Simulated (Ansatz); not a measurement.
Species: CdCl, net charge 0, doublet state. The spin state was set by rule; other spins were not relaxed. 
Structure (B3LYP-D3(BJ)/def2-TZVP (Ansatz, a program for electronic structure) minimum search):
```
Cd
Cl 1 2.3992
```
Charge 0, spin multiplicity 2.

Total electronic energies in hartree. Cores are frozen in the correlated levels unless marked. UHF or UKS for open shells. No spin-orbit coupling. The frozen core is the preceding noble-gas configuration, with the filled d and f shells of earlier blocks. In def2 rows, elements after Kr have scalar-relativistic effective core potentials. CBS marks a two-point X^-3 extrapolation of the correlation energy; Hartree-Fock from the larger set. [CCSD(T)-MP2]/basis is that difference in the basis named.

```json
[
 {"level": "RI-HF/def2-TZVPP", "program": "Ansatz", "energy (Eh)": "-626.42119"},
 {"level": "BLYP-D3(BJ)/def2-TZVPD", "program": "Ansatz + dftd3", "energy (Eh)": "(withheld)"},
 {"level": "B97M-V/def2-TZVPD", "program": "Ansatz", "energy (Eh)": "(withheld)"},
 {"level": "BHLYP/def2-TZVPD", "program": "Ansatz", "energy (Eh)": "-627.91492"},
 {"level": "wB97M-V/def2-TZVPD", "program": "Ansatz", "energy (Eh)": "-627.91400"},
 {"level": "B2PLYP-D4/def2-TZVPD", "program": "Ansatz + dftd4", "energy (Eh)": "-627.67939"},
 {"level": "RPA@PBE/def2-QZVPP", "program": "Ansatz", "energy (Eh)": "(withheld)"},
 {"level": "MP2/def2-QZVPPD", "program": "Ansatz", "energy (Eh)": "-627.10585"},
 {"level": "MP2/CBS(def2-TZVPPD,def2-QZVPPD)", "program": "Ansatz", "energy (Eh)": "-627.1477"},
 {"level": "CCSD/def2-TZVPP", "program": "Ansatz", "energy (Eh)": "-627.01775"},
 {"level": "CCSD(T)/def2-SVPD", "program": "Ansatz", "energy (Eh)": "-626.65852"},
 {"level": "CCSD(T)/def2-QZVPP", "program": "Ansatz", "energy (Eh)": "-627.11344"},
 {"level": "RI-MP2/CBS(def2-TZVPPD,def2-QZVPPD)+[CCSD(T)-MP2]/def2-SVPD", "program": "Ansatz", "energy (Eh)": "-627.1599"},
 {"level": "RI-MP2/CBS(def2-TZVPP,def2-QZVPP)+[CCSD(T)-MP2]/def2-TZVPP", "program": "Ansatz", "energy (Eh)": "-627.1572"},
 {"level": "CCSD(T)/CBS(def2-TZVPPD,def2-QZVPPD)", "program": "Ansatz", "energy (Eh)": "-627.1552"}
]
```

Q: Complete the blanks.

A: 
- BLYP-D3(BJ)/def2-TZVPD, energy (Eh): -627.96741
- B97M-V/def2-TZVPD, energy (Eh): -627.87581
- RPA@PBE/def2-QZVPP, energy (Eh): -627.34980
